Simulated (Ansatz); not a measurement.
Reaction (substitution at a C–C bond): `C[CH](C)[Zn][F]` + `[SH][Ge][Cl]` → `C[S][Ge][Cl]` + `C[CH2][Zn][F]`

Isolated molecules relaxed with PBE0-D4/def2-TZVP in Ansatz; ΔE leaves out vibrations. CCSD(T)/CBS is the MP2 limit (def2-TZVPP, def2-QZVPP) plus CCSD(T) − MP2 in def2-TZVPP, frozen cores. DFT in def2-TZVPP. B3LYP here is the variant with VWN-RPA as its local correlation; programs differ in this. For Ge, Zn outer-core shells are correlated without core-valence functions, which leaves a few kJ/mol of doubt a bond. Scalar relativity is left out up to krypton. One conformer a species, not always the lowest.

`C[CH](C)[Zn][F]`:

Cartesian coordinates in Å:
```
C -0.726 -1.175 0.184
C 0.273 -0.031 0.326
C 0.886 0.338 -1.022
Zn -0.502 1.508 1.221
F -1.203 2.901 2.034
H -1.129 -1.502 1.146
H -1.573 -0.901 -0.452
H -0.247 -2.045 -0.282
H 1.080 -0.361 0.991
H 1.653 1.111 -0.936
H 0.132 0.700 -1.727
H 1.356 -0.541 -1.481
```

`[SH][Ge][Cl]`:

```xyz
4

S     1.451    0.042    0.191
Ge   -0.496   -0.158    1.278
Cl   -1.872   -0.034   -0.432
H     0.917    0.150   -1.037
```

`C[S][Ge][Cl]`:

Cartesian coordinates in Å:
```
C -0.824 0.462 0.190
S -0.570 -0.967 -0.888
Ge 1.558 -1.595 -0.929
Cl 2.496 -0.134 0.428
H -1.259 1.265 -0.405
H -1.519 0.178 0.979
H 0.118 0.791 0.625
```

`C[CH2][Zn][F]`:

Cartesian coordinates in Å:
```
C 0.581 0.772 0.629
C -0.621 -0.036 0.149
Zn -0.255 -1.292 -1.267
F 0.075 -2.438 -2.558
H 1.017 1.374 -0.171
H 0.297 1.461 1.431
H 1.375 0.133 1.022
H -1.057 -0.605 0.976
H -1.413 0.629 -0.210
```

```csv
level,ΔE (kJ/mol),difference from CCSD(T)/CBS
PBE-D4,-3.8,-3.3
revPBE-D4,-2.9,-2.4
B97M-V,1.2,1.7
PBE0-D4,-2.0,-1.5
r2SCANh-D4,-1.7,-1.2
r2SCAN0-D4,-1.1,-0.6
ωB97X-V,1.0,1.5
ωB97M-V,1.5,2.0
B2PLYP,-1.6,-1.1
PBE-QIDH,-0.2,0.3
PBE,-3.6,-3.1
B3LYP,-2.4,-1.9
r2SCANh,-1.6,-1.1
RPA@PBE/def2-TZVPP,4.9,5.4
HF/def2-SVP,11.2,11.7
CCSD/def2-SVP,15.1,15.6
CCSD(T)/CBS,-0.5,0
```

Largest T1 diagnostic among the species: 0.015.

Leaving LDA and LC-ωPBE aside and taking each functional with its dispersion term where it has one, the values, not all of them listed here, spread over 5.8 kJ/mol, from BLYP-D4 to ωB97M-V. LDA lies +3.7 kJ/mol from PBE without D4. From BLYP to BHLYP (50 % exact exchange), in def2-TZVPP and without D4, ΔE moves by +4.0 kJ/mol.
